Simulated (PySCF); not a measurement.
Spectrum to structure. Theory: PySCF 2.14.0, density-fitted response routines, TDDFT CAM-B3LYP/def2-SVPD, vertical, gas phase, core orbitals frozen in the response. Geometries: GFN2-xTB, one conformer each.

```tsv
state	λ (nm)	f
S1	207.3	0.018
S2	199.7	0.0042
S3	195.4	0.0015
S4	187.3	0.0013
S5	186.8	0.078
S6	180.2	0.031
S7	176.3	0.020
S8	172.8	0.070
```

Triplets computed (Tamm–Dancoff): 5.61, 5.63, 5.84 eV.

Question: Which structure fits? All have the formula C3H11PSSi2.
A. `P[SiH2][SiH2][C@@H]1CCS1`
B. `C=C([SiH2][SiH2]P)SC`
C. `P[Si@H]1CCC[SiH2]S1`
D. `[SiH3][Si@@H](P)C1CSC1`
E. `C=CSC[SiH2]P[SiH3]`

Answer: C. Its S1, at 5.98 eV, is the highest among the candidates; the nearest of the others has S1 at 5.36 eV. S1 is HOMO→LUMO+1 (51%), HOMO→LUMO (30%), HOMO→LUMO+2 (8%). Löwdin shares by element: HOMO sulfur 52%, phosphorus 16%, silicon 15% (atoms not listed hold the other 17%); LUMO silicon 25%, sulfur 16%, phosphorus 9% (atoms not listed hold the other 50%). At the same level the other candidates give, for their lowest levels:
- `P[SiH2][SiH2][C@@H]1CCS1`: 283 nm (f 0.001); 222 nm (f 0.005); 210 nm (f 0.006); 205 nm (f 0.006); 200 nm (f 0.044); T1 3.93 eV; HOMO -7.63, LUMO 0.44 eV
- `C=CSC[SiH2]P[SiH3]`: 233 nm (f 0.012); 218 nm (f 0.115); 214 nm (f 0.043); 200 nm (f 0.007); 199 nm (f 0.001); T1 3.95 eV; HOMO -7.48, LUMO 0.77 eV
- `C=C([SiH2][SiH2]P)SC`: 231 nm (f 0.002); 226 nm (f 0.131); 214 nm (f 0.035); 201 nm (f 0.077); 200 nm (f 0.017); T1 3.76 eV; HOMO -7.65, LUMO 0.53 eV
- `[SiH3][Si@@H](P)C1CSC1`: 268 nm (f 0.000); 208 nm (f 0.042); 206 nm (f 0.056); 197 nm (f 0.031); 192 nm (f 0.018); T1 4.17 eV; HOMO -7.84, LUMO 0.64 eV
